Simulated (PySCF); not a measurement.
**SMILES C[C@@]1([SiH3])CN[Si@@H]1[AsH2], C3H12AsNSi2**

Geometry:
```
atom   x (Å)   y (Å)   z (Å)
  C1  -1.430  -1.141   0.949
  C2  -0.521  -0.016   0.478
 Si3  -1.403   1.148  -0.732
  C4   0.156   0.735   1.634
  N5   1.518   0.662   1.144
 Si6   1.252  -0.544  -0.063
 As7   2.116   0.089  -2.117
  H8  -0.906  -1.804   1.637
  H9  -2.305  -0.745   1.464
 H10  -1.776  -1.735   0.105
 H11  -2.615   1.680  -0.098
 H12  -1.774   0.387  -1.933
 H13  -0.517   2.255  -1.109
 H14  -0.164   1.775   1.771
 H15   0.018   0.210   2.587
 H16   2.277   0.882   1.770
 H17   1.501  -1.954   0.342
 H18   3.243  -0.896  -1.971
 H19   1.321  -0.981  -2.807
```

Level of theory: TDDFT CAM-B3LYP/def2-SVPD circular dichroism and optical rotation, one conformer, gas phase in PySCF. Geometry: GFN2-xTB.

The molecule is flexible and this is one conformer; a measurement averages over conformers. The calculation is non-relativistic, which matters for the atoms heavier than Zn.

(1) Draw the ECD and absorption spectra from the lowest 16 states, each a Gaussian of half-width 0.35 eV at 1/e height.

Results:

(1) 
```csv
E (eV),λ (nm),Δε (L mol⁻¹ cm⁻¹),ε (L mol⁻¹ cm⁻¹)
4.83,257,+1.02,22.3
4.98,249,+2.88,63.2
5.13,242,+5.66,124
5.28,235,+7.67,172
5.43,228,+7.14,181
5.58,222,+4.18,218
5.73,216,-0.02,482
5.88,211,-4.74,1260
6.03,206,-7.65,2730
6.18,201,-3.47,4690
6.33,196,+8.23,6600
6.48,191,+16.85,8090
6.63,187,+12.71,9380
6.78,183,+1.39,10900
6.93,179,-3.57,12900
7.08,175,+2.01,14700
7.23,171,+9.57,15400
7.38,168,+9.51,13700
```
Δε uses R in velocity form, ε uses f in length form. Only the states computed contribute, so the short-wavelength end is incomplete.
